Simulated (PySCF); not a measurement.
## Polarisability and C₆ of Mg (magnesium, neutral)

[Ne] 3s2, closed-shell 1S. Calculation: PySCF 2.14, in dyall-acv3z (20s13p7d4f, 122 functions); the spin-free X2C one-electron Hamiltonian (Gaussian nucleus). Coupled (time-dependent) response in atomic units; α is the mean over directions.

```
 method  mean α (bohr³)  C₆ (like pair)  S(−4)
wB97X-V           75.54           683.4   3058
```

S(−4) is the Cauchy moment in α(ω) = α(0) + S(−4) ω² + …

Reference α: 71.2 ± 0.4 bohr³ (recommended; Schwerdtfeger and Nagle, table of static dipole polarizabilities (2023 update)). Published C₆: 626.0 (Chu and Dalgarno (2004); Tang, Norbeck and Certain (1976)).

α(iu) at wB97X-V:

| u (hartree) | α(iu) (bohr³) |
| --- | --- |
| 0 | 75.54 |
| 0.0500 | 68.61 |
| 0.100 | 53.89 |
| 0.200 | 29.28 |
| 0.300 | 16.85 |
| 0.500 | 7.398 |
| 0.750 | 3.735 |
| 1.00 | 2.333 |
| 1.50 | 1.255 |
| 2.00 | 0.8352 |
| 3.00 | 0.4809 |
| 5.00 | 0.2347 |

A single London oscillator, α(iu) = α/(1 + u²/ω²), gives C₆ = (3/4) ω α². Matching the computed C₆ needs ω = 4 × 683.4 / (3 × 75.54²) = 0.160 hartree.
